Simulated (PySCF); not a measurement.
```xyz
8

B      1.2563     0.1888     0.0041
N     -0.0246    -0.2472     0.4243
B     -1.2408    -0.0337    -0.2703
H      1.3452     0.7914    -1.0227
H      2.2121    -0.0544     0.6816
H     -0.0751    -0.7554     1.2966
H     -1.2104     0.5637    -1.3034
H     -2.2626    -0.4532     0.1899
```

Charge 0, multiplicity 1.

Question: Give the Mulliken and meta-Löwdin atomic charges from PySCF 2.14.0 with PBE0-D3(BJ)/def2-TZVP.

Answer: 
| atom | Mulliken (e) | meta-Löwdin (e) |
|---|---|---|
| B1 | 0.00 | 0.01 |
| N2 | -0.26 | -0.30 |
| B3 | 0.00 | 0.01 |
| H4 | 0.01 | 0.01 |
| H5 | 0.01 | 0.00 |
| H6 | 0.23 | 0.25 |
| H7 | 0.01 | 0.01 |
| H8 | 0.01 | 0.00 |
